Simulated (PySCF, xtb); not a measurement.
Cl₃Ge, SMILES [Cl][Ge]([Cl])[Cl] (connectivity only; charge and spin as stated), charge +1, multiplicity 1.

Harmonic wavenumbers (cm⁻¹) from GFN2-xTB run with xtb at its own minimum, in rising order: 124, 124, 126, 336, 426, 426.

Problem. What does PBE-D3(BJ)/def2-SVP (PySCF) give at its own minimum? (An estimate is asked for; the answer gives what the named calculation found.)

Solution. 134, 134, 135, 399, 518, 518. Paired by order, the mean absolute difference is 46 cm⁻¹ and the zero-point energies are 2.2 and 2.6 kcal/mol.
